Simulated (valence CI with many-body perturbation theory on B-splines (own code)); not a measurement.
**Pr27+ in brief**

Calculated by configuration interaction combined with many-body perturbation theory (CI+MBPT): four valence electrons over a frozen Dirac-Fock core [Ar] 3d10, a basis of 9 s, 9 p, 8 d, 6 f, 3 g, 1 h functions for each j, with the one-electron correlation potential Σ1 (screened to all orders), the two-electron term Σ2, the three-electron term Σ3, Breit, model QED; selected single and double excitations, second order for the rest, scaled by the run's own slope (own B-spline code, finite nucleus).

No measured spectrum was set against this ion. As an estimate, large intervals hold to a few tenths of a per cent, small ones and those within an open d or f shell to about a per cent.

Levels are named by their leading jj configuration (3d3/2^4 stands for four electrons in 3d with j = 3/2), which in mixed levels can hold well under half, so a name can repeat and another be missing.

Rates and lifetimes use the calculated energies. Strong lines usually hold to 10 to 20 %, long lifetimes can be off by a factor of two.

(1) What is the ground level?

(2) What is the ionisation energy?

(3) How well does LS coupling describe the low levels?

(4) What are the static dipole polarisabilities of the lowest levels?

(5) Name the longest-lived excited levels whose lifetime is computed, and their main decay.

(6) Among levels below 199.28 eV, which E1 lines absorb most strongly from the ground level?

(7) Where does the other parity begin?

Results:

(1) (4s^2 4p1/2^2) J=0, composition 74 % 4s2 4p2 3P + 25 % 4s2 4p2 1S.

(2) 987.09 eV; NIST lists 985 ± 4 eV (theoretical).

(3) Among the lowest 20 levels the leading LS term, summed over configurations, holds 65 % on average. For single configurations the figures are 61 % in LS and 86 % in jj coupling. Terms mix most in the J = 1 level at 127.24 eV, where the leading one holds 40 %.

(4) (4s^2 4p1/2^2) J=0 0.114; (4s^2 4p1/2 4p3/2) J=1 0.124 (tensor 0.0048); (4s^2 4p1/2 4p3/2) J=2 0.124 (tensor 0.0075) bohr³, of which the core gives 0.00703.

(5) (4s^2 4p1/2 4p3/2) J=2 at 27.54 eV lives 879 μs, mostly by E2 to (4s^2 4p1/2^2) J=0; (4s^2 4p3/2 4d5/2) J=4 at 160.79 eV lives 10.6 μs, mostly by M1 to (4s^2 4p1/2 4d5/2) J=3; (4s^2 4p1/2 4p3/2) J=1 at 24.60 eV lives 9.53 μs, mostly by M1 to (4s^2 4p1/2^2) J=0.

(6) to (4s^2 4p1/2 4d3/2) J=1 at 8.827 nm, f = 1.47; to (4s 4p1/2^2 4p3/2) J=1 at 13.07 nm, f = 0.430; to (4s 4p1/2 4p3/2^2) J=1 at 9.744 nm, f = 0.185.

(7) At (4s 4p1/2^2 4p3/2) J=2, 84.53 eV.
